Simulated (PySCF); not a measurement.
`O[SiH2]S[SiH3]`. Level of theory: PySCF 2.14.0, PBE0-D3(BJ)/def2-SVP geometry optimisation, gas phase.

```
atom  x, y, z in Å
O1     2.7528   -0.5871   -0.0609
Si2    1.1011   -0.7124   -0.0593
S3     0.3117    1.1453    0.6989
Si4   -1.7919    0.7320    0.5467
H5     3.1360    0.2598    0.1836
H6     0.5876   -0.9473   -1.4395
H7     0.6786   -1.8431    0.8146
H8    -2.1785    0.4442   -0.8666
H9    -2.4827    1.9589    1.0304
H10   -2.1699   -0.4380    1.3940
```

Problem. Which two atoms are farthest apart?

Solution. H5···H9 and O1···H9, 5.931 Å down to 5.923 Å.

Problem. Work out the bond lengths O1–Si2, Si2–S3, Si2–H6, Si2–H7, S3–Si4, Si4–H9 in pm.

Solution. For O1–Si2 the difference vector is (-1.6517, -0.1253, 0.0016) Å, of length 1.6564 Å. O1–Si2 165.6; Si2–S3 215.6; Si2–H6 149.1; Si2–H7 149.0; S3–Si4 214.9; Si4–H9 148.9 pm.

Problem. Where is the centre of mass (commonest isotopes), and what is the radius of gyration?

Solution. Mass 109.968 u; centre at (0.293, 0.247, 0.329) Å; Rg = √(Σ m r²/M) = 1.816 Å. As Ia + Ib + Ic = 2 Σ m r², the three principal moments sum to 725.0 u·Å².

Problem. What is the repulsion energy of the bare nuclei, Σ ZA·ZB/RAB?

Solution. 280.58 Eh over 45 pairs, with full nuclear charges and distances in bohr; the largest single term is 55.15 Eh (S3 with Si4).

Problem. Give the dihedral angles H5–O1–Si2–H7, O1–Si2–S3–Si4, H5–O1–Si2–H6, H7–Si2–S3–Si4, H5–O1–Si2–S3.

Solution. H5–O1–Si2–H7 -125° (anticlinal); O1–Si2–S3–Si4 179° (antiperiplanar); H5–O1–Si2–H6 115° (anticlinal); H7–Si2–S3–Si4 -62° (synclinal); H5–O1–Si2–S3 -5° (synperiplanar). Dihedral signs follow IUPAC: positive where, seen along the central bond, the front bond turns clockwise onto the rear one.

Problem. Write the matrix of distances between heavy atoms (Å, lower triangle).

Solution. 
```
O1    0.000
Si2   1.656  0.000
S3    3.088  2.156  0.000
Si4   4.771  3.290  2.149  0.000
```

Not checked by PBE0-D3(BJ)/def2-SVP frequencies. The numbers are those of one conformer.

On one thread, Arm Neoverse N1 (aarch64), no GPU, shared host with 64 logical CPUs at a one-minute load of 40, this took 24 s wall and 0.41 GiB of memory at its peak. That covers the optimisation of the geometry.
